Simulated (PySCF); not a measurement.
# Electron correlation in S²⁺ (sulfur, charge +2)

[Ne] 3s2 3p2, high-spin 3P determinant. All numbers are calculated (PySCF 2.14, the non-relativistic Hamiltonian (point nucleus), in cc-pV(D+d)Z). Frozen: [Ne]; 4 electrons correlated.

MP2 pair energies summed by pair of shells (mhartree):

```json
{"pair": "3s-3p", "energy": "-32.99", "share (%)": "61.0"}
{"pair": "3s-3s", "energy": "-15.34", "share (%)": "28.4"}
{"pair": "3p-3p", "energy": "-5.75", "share (%)": "10.6"}
```

Total MP2 correlation energy: -54.08 mhartree.

Same-spin part -8.63 and opposite-spin part -45.45 mhartree; SCS-MP2 scales them by 1/3 and 6/5 to -57.41 mhartree.

```csv
level,correlation energy (mhartree)
CCSD,-77.26
(T),-0.94
CCSD(T),-78.20
```

Diagnostics: T1 = 0.0077, D1 = 0.0208, largest double amplitude 0.107.

Q: Is a single reference adequate?

A: Mostly. T1 lies below 0.03, but a double amplitude of this size points to a near-degeneracy that CCSD handles and MP2 describes poorly.
